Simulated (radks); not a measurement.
Values are calculated unless marked as measured or tabulated.
Question: The boron ion B2+, [He] 2s1. Level of theory: non-relativistic Kohn-Sham, exchange-only B88, spin-polarised, spherical densities, point nucleus (a radial shooting solver on a logarithmic mesh with Libxc functionals). Every spin shell is full or empty, so the densities are truly spherical. Functionals are evaluated on that one density, not self-consistently. Rank these orbital-free kinetic functionals by their error against the exact value of the orbitals, and give that value: Thomas-Fermi, von Weizsacker, TF + vW, TF + vW/9, TF + vW/5, LC94, APBEK, revAPBEK, Perdew 92, Pearson, LKT, PG1.

Answer: Exact: 23.3653 hartree. From best to worst, with 100 (|E| - |E exact|)/|E exact| (equal figures are ties): APBEK +0.34, LC94 +0.38, TF + vW/9 +0.58, Perdew 92 +0.60, revAPBEK +1.17, Pearson -3.94, von Weizsacker -4.95, TF + vW/5 +9.03, Thomas-Fermi -9.98, PG1 +48.86, LKT +56.22, TF + vW +85.07.
